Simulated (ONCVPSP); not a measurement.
**u(r) = r·R(r): atom against pseudo-atom (lutetium (Lu))**

Columns: radius, all-electron u(r) and pseudo u(r) of the 5s shell (level -61.81 eV) of lutetium in the configuration [Kr] 4d10 4f14 5s2 5p6 5d1 6s1.5 6p0.5; PBE, scalar-relativistic, ONCV scheme, ONCVPSP 4.0.1.

```tsv
r (bohr)	all-electron	pseudo
0.138	0.3545	0.1872
0.275	-0.2386	0.3685
0.413	-0.5547	0.5408
0.550	-0.0734	0.6932
0.688	0.5138	0.8185
0.825	0.9002	0.9057
0.963	1.0705	0.9496
1.100	1.0832	0.9475
1.238	1.0038	0.9025
1.375	0.8817	0.8233
1.513	0.7461	0.7204
1.650	0.6161	0.6082
1.788	0.4987	0.4974
1.925	0.3987	0.3986
2.062	0.3154	0.3153
2.200	0.2470	0.2470
2.338	0.1922	0.1921
2.475	0.1490	0.1490
2.613	0.1148	0.1148
2.750	0.0884	0.0884
2.888	0.0677	0.0677
3.025	0.0518	0.0518
3.162	0.0396	0.0396
3.300	0.0302	0.0302
3.438	0.0229	0.0229
3.575	0.0174	0.0174
```

(1) How many radial nodes do the two functions have?

(2) At about which radius was the pseudo-wave matched?

(3) Where does each function peak?

(4) Is the pseudo-wave norm-conserving?

## Answers

(1) The all-electron 5s function has n − l − 1 = 4 (the table is too coarse to show those close to the nucleus); the pseudo-wave has 0, since the states of the same l below it are removed with the core.

(2) 2.00 bohr, where the columns begin to agree (steps of 0.14 bohr).

(3) Outermost all-electron maximum near 1.10 bohr, pseudo maximum near 0.96 bohr (to the table’s step).

(4) Yes: the ONCV scheme keeps the norm inside the radius equal to the all-electron one, which fixes the energy derivative of the logarithmic derivative at the level.
